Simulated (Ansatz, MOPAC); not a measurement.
System: formyl cation, CHO (charge +1, singlet). SMILES: C#[O+]

Atoms: C1, O2, H3. Bonds: C1-O2, C1-H3.

Bond lengths (Å) and angles (degrees) optimised at AM1 with MOPAC; PM3 with MOPAC; PM6 with MOPAC; B3LYP/LANL2DZ with Ansatz (a program for electronic structure); B3LYP/6-31G* with Ansatz; MP2/6-31G* with Ansatz, each started from the B3LYP-D3(BJ)/def2-TZVP structure (Ansatz) of the last column. A row stands for all coordinates that are equal there. 6-31G* holds six Cartesian d functions. No wavenumbers were computed at B3LYP/LANL2DZ, MP2/6-31G*, so these may be saddle points.

```json
[
 {"coordinate": "C1-O2", "AM1": "1.146", "PM3": "1.121", "PM6": "1.122", "B3LYP/LANL2DZ": "1.135", "B3LYP/6-31G*": "1.113", "MP2/6-31G*": "1.131", "B3LYP-D3(BJ)/def2-TZVP": "1.101"},
 {"coordinate": "C1-H3", "AM1": "1.097", "PM3": "1.096", "PM6": "1.089", "B3LYP/LANL2DZ": "1.097", "B3LYP/6-31G*": "1.099", "MP2/6-31G*": "1.095", "B3LYP-D3(BJ)/def2-TZVP": "1.096"},
 {"coordinate": "O2-C1-H3", "AM1": "180.0", "PM3": "180.0", "PM6": "180.0", "B3LYP/LANL2DZ": "180.0", "B3LYP/6-31G*": "180.0", "MP2/6-31G*": "180.0", "B3LYP-D3(BJ)/def2-TZVP": "180.0"}
]
```

Mean signed difference of all 2 bond lengths from B3LYP-D3(BJ)/def2-TZVP: AM1 0.023 Å, PM3 0.010 Å, PM6 0.007 Å, B3LYP/LANL2DZ 0.017 Å, B3LYP/6-31G* 0.007 Å, MP2/6-31G* 0.014 Å.
